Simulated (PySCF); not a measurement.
Electron correlation in Pd⁺ (palladium, charge +1)

Starting occupation: [Kr] 4d9, 4d3/2 with m_j = -3/2, -1/2, +1/2, +3/2, 4d5/2 with m_j = -3/2, -1/2, +1/2, +3/2, +5/2. Calculation: PySCF 2.14, in x2c-TZVPPall-2c (8s9p7d2f1g, 93 functions); X2C-1e with screened-nucleus spin-orbit coupling, Gaussian nucleus. Frozen: [Ar] 3d10; 17 electrons correlated; the 6 highest virtual spinors left out.

MP2 pair energies summed by pair of shells (mhartree):

```json
{"pair": "4d3/2-4d5/2", "energy": "-151.99", "share (%)": "25.4"}
{"pair": "4d5/2-4d5/2", "energy": "-82.21", "share (%)": "13.8"}
{"pair": "4d5/2-4p3/2", "energy": "-76.50", "share (%)": "12.8"}
{"pair": "4d3/2-4p3/2", "energy": "-58.22", "share (%)": "9.7"}
{"pair": "4d3/2-4d3/2", "energy": "-50.88", "share (%)": "8.5"}
{"pair": "4d5/2-4p1/2", "energy": "-30.20", "share (%)": "5.1"}
{"pair": "4p3/2-4p3/2", "energy": "-25.92", "share (%)": "4.3"}
{"pair": "4d3/2-4p1/2", "energy": "-24.20", "share (%)": "4.1"}
{"pair": "4p1/2-4p3/2", "energy": "-23.87", "share (%)": "4.0"}
{"pair": "4d5/2-4s1/2", "energy": "-19.35", "share (%)": "3.2"}
{"pair": "4p3/2-4s1/2", "energy": "-18.87", "share (%)": "3.2"}
{"pair": "4d3/2-4s1/2", "energy": "-15.34", "share (%)": "2.6"}
{"pair": "4p1/2-4s1/2", "energy": "-9.15", "share (%)": "1.5"}
{"pair": "4p1/2-4p1/2", "energy": "-6.15", "share (%)": "1.0"}
{"pair": "4s1/2-4s1/2", "energy": "-4.60", "share (%)": "0.8"}
```

Total MP2 correlation energy: -597.47 mhartree.

This basis was not built for core-valence correlation, so the inner-shell part is incomplete.
